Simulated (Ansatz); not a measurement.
Gas-phase electronic energies from Ansatz, PBE0-D4/def2-TZVP geometries. CBS: MP2 limit from def2 TZ/QZ plus the TZ coupled-cluster correction, frozen cores. This one scheme is used for every species. Functionals use def2-TZVPP. For Ga, Se outer-core shells are correlated without core-valence functions, which leaves a few kJ/mol of doubt a bond. Scalar relativity is left out up to krypton. One conformer a species, not always the lowest.

Consider the formal exchange of groups at the Se–Ga bond: `[CH3][Ga]([CH3])[SeH]` + `N=CCl` → `N=C(Cl)[SeH]` + `[CH3][GaH][CH3]`.

| level | ΔE (eV) |
| --- | --- |
| r2SCAN | 1.62 |
| PBE0 | 1.66 |

(1) What does CCSD(T)/CBS give? (Estimate.)

Largest T1 diagnostic among the species: 0.012.

Results:

(1) Computed: +1.70 eV. The listed levels differ from it by -0.08, -0.04 eV.

Leaving LDA and LC-ωPBE aside and taking each functional with its dispersion term where it has one, the values, not all of them listed here, spread over 0.25 eV, from revPBE-D4 to BHLYP-D4. LDA lies −0.06 eV from PBE without D4. At CCSD(T), def2-SVP lies +0.03 eV from the extrapolated value and def2-TZVPP −0.01 eV. From PBE to PBE0 (25 % exact exchange), in def2-TZVPP and without D4, ΔE moves by +0.09 eV.
